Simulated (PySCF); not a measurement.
System: sum formula HSiO$_{2}$F$_{2}$, net charge 0, doublet state. It need not be the lowest isomer of its formula. 
Geometry from a B3LYP-D3(BJ)/def2-TZVP (Ansatz) optimisation:
```
Si
F 1 1.5738
F 1 1.5800 2 106.85
O 1 1.6155 2 107.46 3 123.06
H 4 0.9614 1 120.05 2 -176.76
O 1 1.6503 2 113.29 3 -119.45
```
Charge 0, spin multiplicity 2.

Dispersion corrections to the total energy (kcal/mol) from the dftd3 and dftd4 libraries through PySCF: D3(BJ) without and D4 with the three-body term, each with the damping fitted for the functional named.

```json
[
 {"functional": "CAM-B3LYP", "D3(BJ)": "-1.64", "D4": "-2.18"},
 {"functional": "TPSSh", "D3(BJ)": "-2.45", "D4": "[?]"},
 {"functional": "B2PLYP", "D3(BJ)": "-1.79", "D4": "[?]"},
 {"functional": "B2GP-PLYP", "D3(BJ)": "[?]", "D4": "-1.07"},
 {"functional": "B3LYP", "D3(BJ)": "-3.83", "D4": "-4.28"},
 {"functional": "TPSS", "D3(BJ)": "-2.68", "D4": "-3.57"},
 {"functional": "BLYP", "D3(BJ)": "-4.68", "D4": "-5.98"}
]
```

### Question
Fill in the missing entries.

### Answer

- TPSSh, D4: -3.21
- B2PLYP, D4: -1.81
- B2GP-PLYP, D3(BJ): -1.56
